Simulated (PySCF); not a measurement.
Compound: RuO3(NH) (singlet state).
Bonds: Ru1–O2, Ru1–O3, Ru1–O4, Ru1–N5. Hydrogens: H6 on N5.

The calculation used PBE0-D3(BJ)/def2-SVP geometry optimisation, gas phase, def2 core potentials past Kr in PySCF 2.14.0.

(1) How far are the bound atoms from Ru1?

(2) List the angles at Ru1.

(3) What is the shape at Ru1?

(4) What are the other bond lengths?

Answers

(1) 4 atoms: O3 1.673 Å, O2 1.673 Å, O4 1.673 Å, N5 1.683 Å. The nearest atom not counted as bound is H6, at 2.70 Å.

(2) 
```csv
angle,degrees,distance of the outer atoms (Å)
O2–Ru1–N5,109.6,2.74
O4–Ru1–N5,109.5,2.74
O2–Ru1–O4,109.5,2.73
O3–Ru1–O4,109.5,2.73
O2–Ru1–O3,109.4,2.73
O3–Ru1–N5,109.3,2.74
```

(3) Tetrahedral: angles from 109.3° to 109.6°; τ4 = (360° − α − β)/141° = 1.00 with α and β the two widest (0 for a square, 1 for a tetrahedron).

(4) N5–H6 1.016 Å.

Point group: C3v (every atom within 0.08 Å of its image). Charge 0, singlet. Stationary, but not proved a minimum.

The run took 18 s wall on one thread, Arm Neoverse V2 (shared host). That covers the optimisation of the geometry.
